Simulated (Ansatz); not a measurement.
GeCl3OH⁺, that is Ge(OH)Cl3 with one electron fewer. Charge 1, multiplicity 2. Geometry PBE0-D4/def2-SVP, that of the neutral singlet; atoms count from 1.

```xyz
6

Ge   -0.007    0.082    0.313
O     0.411    0.320   -1.367
H     0.108   -0.397   -1.939
Cl    0.874   -1.704    1.078
Cl   -2.120   -0.071    0.561
Cl    0.735    1.770    1.354
```

**Question.** Estimate the Mulliken populations from the PBE0/def2-TZVP orbitals of Ansatz.

**Answer.** 
```csv
atom,charge (e),spin (α − β)
Ge1,0.89,-0.07
O2,-0.43,0.05
H3,0.37,0.00
Cl4,0.07,0.37
Cl5,0.07,0.37
Cl6,0.04,0.28
```
Mulliken values depend strongly on the basis.

**Question.** Where does the spin sit?

**Answer.** Summed by element: Ge -0.07, O 0.05, H 0.00, Cl 1.02, of 1 unpaired in all. Largest on single atoms: Cl4 0.37, Cl5 0.37, Cl6 0.28.

**Question.** And the Mayer bond orders between heavy atoms (over 0.3)?

**Answer.** Ge1–O2 1.21 (1.75 Å); Ge1–Cl4 1.02 (2.13 Å); Ge1–Cl5 1.02 (2.13 Å); Ge1–Cl6 1.08 (2.12 Å).
